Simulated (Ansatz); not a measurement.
The first iterations of a band of BCl2H + ClH (6 atoms, charge 0, multiplicity 1).

Method: RKS PBE/6-31G* (Ansatz 0.2.0).

| Property | Result |
| --- | --- |
| movable images | 9 |
| climbing image | yes |
| spring | 5.0 eV/Å² |
| optimiser | quadratic models (default) |
| start path | through a guess of the saddle point |
| force threshold | 0.05 eV/Å |
| iteration limit | 60 |
| end points | relaxed |

Image 0:

```xyz
6
Properties=species:S:1:pos:R:3
B -0.010 0.513 -0.259
H -0.016 0.755 0.912
Cl 1.520 0.403 -1.107
Cl -1.531 0.335 -1.110
Cl 0.058 -2.677 1.180
H 0.108 -2.253 2.405
```

Image 10:

```xyz
6
Properties=species:S:1:pos:R:3
B 0.015 -0.677 -0.806
H 0.025 0.267 2.581
Cl 1.517 0.209 -0.995
Cl -1.522 0.154 -0.967
Cl 0.049 -2.398 -0.461
H 0.045 -0.478 2.667
```

| iteration | highest image above the first end (eV) | largest band force component (eV/Å) |
| --- | --- | --- |
| 1 | 2.453 | 3.582 |
| 2 | 1.223 | 2.078 |
| 3 | 1.078 | 4.095 |
| 4 | 0.877 | 1.483 |
| 5 | 0.848 | 0.934 |
| 6 | 0.800 | 2.091 |
| 7 | 0.800 | 0.724 |

Does the band converge within its limit, and where does its top end?

It converged. It ended after 22 iterations with the highest image 0.874 eV above the first end. A vibrational analysis at the climbing image gives one clearly imaginary mode, 769i cm⁻¹: a first-order saddle point. The orbitals stay closed-shell, which can raise the energy where a bond breaks towards radicals; this wasn't checked here.

Run time: 7.3 min on 1 thread of Arm Neoverse V1 (shared host), peak memory 0.12 GiB.
